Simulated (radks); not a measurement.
Task: Tc3+, 40 electrons, occupied as [Kr] 4d4. All-electron calculation, Dirac Kohn-Sham, exchange-only PBE, spin-unpolarised, spherical densities, finite nucleus; open shells fill j = l - 1/2 first; Fermi nuclear charge, rms radius 4.4112 fm. Program: a radial shooting solver on a logarithmic mesh with Libxc functionals. Some entries of the table are withheld. Estimate them.

orbital  occ.  eigenvalue (hartree)  <r> (bohr)  <r^2> (bohr^2)
1s1/2       2             -767.6330         (1)        0.001586
2s1/2       2             -110.4270      0.1493         0.02632
2p1/2       2                   (2)         (3)         0.01983
2p3/2       4                   (4)         (5)         0.02119
3s1/2       2             -20.11957      0.4152          0.1976
3p1/2       2             -16.84994      0.4091          0.1949
3p3/2       4             -16.12301      0.4197          0.2049
3d3/2       4             -10.33850      0.3970          0.1892
3d5/2       6             -10.19873      0.4005          0.1924
4s1/2       2              -3.75604       1.052           1.252
4p1/2       2                   (6)       1.140           1.484
4p3/2       4                   (7)       1.168           1.559
4d3/2       4              -1.25397       1.528           2.756
4d5/2       0              -1.24141       1.541           2.802

Result: 
(1) 1s1/2 <r> (bohr): 0.03428
(2) 2p1/2 eigenvalue (hartree): -101.9172
(3) 2p1/2 <r> (bohr): 0.1271
(4) 2p3/2 eigenvalue (hartree): -97.57062
(5) 2p3/2 <r> (bohr): 0.1318
(6) 4p1/2 eigenvalue (hartree): -2.79352
(7) 4p3/2 eigenvalue (hartree): -2.68253
